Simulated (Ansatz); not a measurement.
Input file for Ansatz (a first-principles code): R-CCSD(T)/aug-cc-pVTZ on N-methylmethanimine (SMILES C=NC).

Ansatz 0.2 input:
```yaml
crystal:
  periodic: [false, false, false]
  atoms:
    - {symbol: C, position_ang: [-0.87117176, 0.98217052, 0.08530888]}
    - {symbol: N, position_ang: [-0.11875750, 0.13958578, 0.64317204]}
    - {symbol: C, position_ang: [0.56416924, -0.86247084, -0.15016902]}
    - {symbol: H, position_ang: [-1.37650676, 1.72740964, 0.69348369]}
    - {symbol: H, position_ang: [-1.04150251, 0.99873208, -0.99527204]}
    - {symbol: H, position_ang: [0.34360864, -0.78095898, -1.21971435]}
    - {symbol: H, position_ang: [1.63898639, -0.76360373, 0.00986895]}
    - {symbol: H, position_ang: [0.27397852, -1.85130364, 0.20846698]}
basis:
  gaussian:
    orbitals: aug-cc-pVTZ
magnetization: {spin_polarized: false}
correlation: {method: ccsd_t, electrons: outside_noble_gas}
scf: {lower_state_search: off}
```

Problem. What total energy does the run end on?

Solution. -133.7166 hartree (reference determinant -133.1131, T1 diagnostic 0.011).

Problem. How many basis functions does it have, and what does it roughly cost on one machine?

Solution. 253 functions; about 5 core-minutes (a rough figure).
